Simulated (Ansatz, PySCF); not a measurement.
C2H5F3Si. Atoms are numbered in the order given.

```xyz
11

C     -2.3399     0.1969     0.4110
C     -1.2262    -0.8182     0.1524
Si     0.4244    -0.0422    -0.0750
F      0.4397     0.9707    -1.3214
F      1.5779    -1.1267    -0.3367
F      0.8634     0.8105     1.2134
H     -2.1421     0.7856     1.3195
H     -2.4394     0.9043    -0.4262
H     -3.3110    -0.3025     0.5423
H     -1.1435    -1.5384     0.9843
H     -1.4379    -1.4203    -0.7478
```

Geometry: PBE0-D3(BJ)/def2-SVP. One conformer was computed; it need not be the lowest.

Vertical ionisation energy (IE) and electron affinity (EA) in eV. Rows of orbital energies are one-electron estimates. Where ΔSCF, EOM or ADC give a negative EA the extra electron is unbound and the value depends on the basis.

```
level                                                                   IE     EA
-------------------------------------------------------------------  -----  -----
−ε(HOMO), −ε(LUMO), HF/def2-TZVP (PySCF)                             13.08  -3.37
ΔSCF, PBE0/def2-SVPD (Ansatz), final states of multiplicity 2 and 2  11.94  -1.37
```

### Question
What vertical singlet–triplet gap does ΔSCF give with PBE0/def2-SVPD (Ansatz, a first-principles code)? (The exact figures need the calculation; the answer reports its results.)

### Answer
8.46 eV (triplet above singlet where positive).
